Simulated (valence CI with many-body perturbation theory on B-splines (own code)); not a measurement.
From CI to CI+MBPT in Tb L

Computed by configuration interaction combined with many-body perturbation theory (CI+MBPT): six valence electrons over a frozen Dirac-Fock core [Ne], a basis of 9 s, 9 p, 8 d, 6 f, 3 g, 1 h functions for each j, with the one-electron correlation potential Σ1 (screened to all orders), the two-electron term Σ2, the three-electron term Σ3, Breit, model QED; selected single and double excitations, second order for the rest, scaled by the run's own slope (own B-spline code, finite nucleus).

No measured spectrum was set against this ion. As an estimate, large intervals hold to a few tenths of a per cent, small ones and those within an open d or f shell to about a per cent. Among the levels kept, up to 1100 cm⁻¹ of a level comes from second order outside the variational space, and about a tenth of that is noise between levels of different J, which matters for small intervals.

Each rung adds one term. CI alone is the Dirac-Coulomb CI over the frozen core; QED comes last and gives the full result, which names the levels. Energies are above (3s^2 3p1/2^2 3p3/2^2) J=2 on the same rung, in eV.

Levels are named by their leading jj configuration (3d3/2^4 stands for four electrons in 3d with j = 3/2), which in mixed levels can hold well under half, so a name can repeat and another be missing. Letters in brackets count levels of one name in rising energy.

```tsv
Level	CI alone
(3s^2 3p1/2^2 3p3/2^2) J=0	16.37
(3s^2 3p1/2 3p3/2^3) J=1	187.10
(3s^2 3p1/2 3p3/2^3) J=2	195.88
(3s^2 3p1/2^2 3p3/2 3d3/2) J=2	200.04
(3s^2 3p1/2^2 3p3/2 3d3/2) J=1	206.52
(3s^2 3p1/2^2 3p3/2 3d3/2) J=0	206.74
(3s^2 3p1/2^2 3p3/2 3d3/2) J=3	207.77
(3s^2 3p1/2^2 3p3/2 3d5/2) J=4	248.69
(3s^2 3p1/2^2 3p3/2 3d5/2) J=2	251.92
(3s^2 3p1/2^2 3p3/2 3d5/2) J=3	270.29
(3s^2 3p1/2^2 3p3/2 3d5/2) J=1	278.69
(3s 3p1/2^2 3p3/2^3) J=2	339.77
(3s 3p1/2^2 3p3/2^3) J=1	357.67
(3s^2 3p1/2 3p3/2^2 3d3/2) J=2 [a]	379.64
(3s^2 3p1/2 3p3/2^2 3d3/2) J=0	380.39
(3s^2 3p1/2 3p3/2^2 3d3/2) J=1 [a]	381.12
```

**Question.** What do these energies become with core correlation, Breit and QED?

**Answer.** (3s^2 3p1/2^2 3p3/2^2) J=0 16.58 (+0.209); (3s^2 3p1/2 3p3/2^3) J=1 185.45 (-1.650); (3s^2 3p1/2 3p3/2^3) J=2 193.86 (-2.017); (3s^2 3p1/2^2 3p3/2 3d3/2) J=2 198.24 (-1.798); (3s^2 3p1/2^2 3p3/2 3d3/2) J=1 204.75 (-1.767); (3s^2 3p1/2^2 3p3/2 3d3/2) J=0 205.36 (-1.378); (3s^2 3p1/2^2 3p3/2 3d3/2) J=3 205.60 (-2.165); (3s^2 3p1/2^2 3p3/2 3d5/2) J=4 245.47 (-3.220); (3s^2 3p1/2^2 3p3/2 3d5/2) J=2 248.90 (-3.022); (3s^2 3p1/2^2 3p3/2 3d5/2) J=3 266.79 (-3.502); (3s^2 3p1/2^2 3p3/2 3d5/2) J=1 275.66 (-3.024); (3s 3p1/2^2 3p3/2^3) J=2 336.92 (-2.844); (3s 3p1/2^2 3p3/2^3) J=1 354.80 (-2.872); (3s^2 3p1/2 3p3/2^2 3d3/2) J=2 [a] 375.96 (-3.684); (3s^2 3p1/2 3p3/2^2 3d3/2) J=0 376.86 (-3.530); (3s^2 3p1/2 3p3/2^2 3d3/2) J=1 [a] 377.56 (-3.555).

**Question.** How does the ionisation energy move along the ladder, and which term matters most?

**Answer.** CI alone 4360.6, + Σ1 4361.6, + Σ2 4361.8, + Σ3 4361.1, + Breit 4357.7, + QED 4357.4 eV. The largest step is Breit, -3.4 eV. NIST lists 4355 ± 4 eV (theoretical).
